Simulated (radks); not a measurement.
Species: the titanium ion Ti4+. Configuration: [Ar] (the NIST ground configuration).

Method: scalar-relativistic Kohn-Sham, LDA (Slater exchange, Perdew-Wang correlation), spin-polarised, spherical densities, finite nucleus; Fermi nuclear charge, rms radius 3.5921 fm; computed with a radial shooting solver on a logarithmic mesh with Libxc functionals.

Energy parts (eV):
part                      energy
total                 -23084.501
kinetic                23269.403
electron-nucleus      -53964.343
Hartree                 8659.606
exchange-correlation   -1049.167

Orbitals (lengths in bohr, moments of r in powers of bohr; r(90%) holds 90 % of the orbital's charge):
orbital  occ.  eigenvalue (eV)  r(90%)     <r^2>
1s          2        -4910.275   0.125  0.006540
2s          2        -591.2379   0.506    0.1255
2p          6        -499.6152   0.478    0.1040
3s          2        -113.6318    1.45     1.093
3p          6         -89.4194    1.56     1.229

The highest occupied level is 3p at -89.419 eV. The density falls to 0.001 e/bohr^3 at r = 2.52 bohr. Summed over all electrons, <r^2> = 10.45 bohr^2, which gives a Langevin (diamagnetic) susceptibility term of -8.27 x 10^-6 cm^3/mol.
